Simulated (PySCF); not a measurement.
Coordinates in bohr (charge 0 multiplicity 2):
```
Ag    0.0000    0.0000    0.0000
O     0.2281    0.0000    3.7224
O    -0.2281    0.0000   -3.7224
H    -1.4703    0.0000    4.4652
H     1.4703    0.0000   -4.4652
```

Computed with UPBE in PySCF with Ag def2-SVP with ECP28, O def2-SVP, H def2-SVP; scalar-relativistic core potentials, no spin–orbit coupling; density-fitted integrals.

This geometry of Ag(OH)2 is a stationary point at this level.

Q: What is the point group?

A: C2h.

Q: Is it a minimum?

A: Yes: all harmonic wavenumbers are real.

Q: What are the dipole moment and the gap between the highest occupied and lowest empty levels of either spin?

A: 0.00 D and 0.64 eV.

Q: What is the atomisation energy, with and without zero-point energy?

A: 1381 kJ/mol without, 1317 kJ/mol with.

Other isomers or separated fragments may lie lower. With open d or f shells other occupations or spin states may lie lower.
